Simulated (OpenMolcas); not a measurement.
**Re3+ in a point-charge field**

Re3+ among 6 point charges of -1.7 e arranged as a tetragonal octahedron (D4h), 2.27 Å from the ion, with the axial distance 2.202 Å.

| Quantity | Value |
| --- | --- |
| Program | OpenMolcas 26.06 |
| Method | SS-CASPT2, IPEA 0.25 Eh, imaginary shift 0.1 Eh (closed shells correlated: 5s 5p) |
| Basis | ANO-RCC-VTZP [8s7p5d3f2g1h] |
| Scalar Hamiltonian | DKH2, point nucleus |
| Active space | 4 electrons in 5 orbitals (5d) |
| State averaging | 2S+1 = 5 even, 5 roots; 2S+1 = 3 even, 45 roots; 2S+1 = 1 even, 50 roots |
| Spin-orbit coupling | RASSI with atomic mean-field integrals over the reference wave functions |

The lowest spin-free states (labels of D4, the rotations of D4h), above the lowest:

```tsv
State	Degeneracy	E (cm-1)	Free-ion L (%)
5A1	1	0	D (100)
5B1	1	1670	D (100)
5E	2	7880	D (100)
5B2	1	8920	D (100)
3A2	1	9520	H (47)
3E	2	10250	H (52)
3E	2	15070	H (40)
3A1	1	15090	H (87)
3B2	1	15540	F (50)
3A2	1	15560	H (49)
3B1	1	15850	H (93)
3E	2	16320	F (50)
1B2	1	16990	G (47)
3B1	1	17060	F (95)
1B1	1	17320	I (76)
1E	2	17670	G (52)
3A1	1	17770	G (97)
1A1	1	18060	I (76)
3A1	1	20050	G (64)
3B1	1	21080	G (77)
```

The lowest levels with spin-orbit coupling:

| E (cm-1) | Degeneracy | Label | 2S+1 | g |
| --- | --- | --- | --- | --- |
| 0 | 1 | A1 | 5 (65 %) |  |
| 2500 | 2 | E | 5 (84 %) | 0.00 0.00 3.34 |
| 3640 | 1 | A2 | 5 (82 %) |  |
| 4470 | 1 | B1 | 5 |  |
| 4670 | 1 | B2 | 5 |  |
| 4890 | 1 | A1 | 5 |  |
| 5910 | 2 | E | 5 | 0.00 0.00 1.50 |
| 6520 | 1 | B1 | 5 |  |
| 10880 | 2 | E | 5 (66 %) | 0.00 0.00 3.74 |
| 10970 | 1 | B2 | 5 (56 %) |  |
| 11410 | 1 | A2 | 5 (73 %) |  |
| 11580 | 2 | E | 5 (71 %) | 0.00 0.00 2.59 |
| 11720 | 1 | A1 | 5 (59 %) |  |
| 12030 | 1 | B1 | 5 (49 %) |  |
| 12190 | 1 | A1 | 3 (52 %) |  |
| 12510 | 2 | E | 5 (58 %) | 0.00 0.00 6.29 |
| 12680 | 1 | A1 | 5 (50 %) |  |
| 12960 | 2 | E | 5 (65 %) | 0.00 0.00 0.35 |
| 13310 | 1 | B2 | 5 (64 %) |  |
| 13310 | 1 | A2 | 5 (68 %) |  |

Powder χT (cm3 K/mol): 0.00106 at 2 K, 0.00528 at 10 K, 0.0264 at 50 K, 0.0528 at 100 K, 0.106 at 200 K, 0.158 at 300 K. The effective moment at 300 K is 2.828 √(χT) = 1.13 μB.

Spin-orbit coupling mixes the spin-free states strongly: the lowest level takes only 33 % from its leading state, 5A1. This shell can be high or low spin here, a state of another spin lies low, and with metal d orbitals alone active their balance is uncertain, so the ground spin may be wrong. Point charges give a weaker field than real ligands, and real ions of this kind are as a rule low spin; the high spin found here belongs to the model. Free-ion shares, where given, are those of the reference states; single-state CASPT2 does not remix them. Point charges carry no covalency, so the field is a model and not that of real ligands. No measured value stands beside these numbers.

With an even number of electrons the g values are those of a degenerate or nearly degenerate non-Kramers pair.
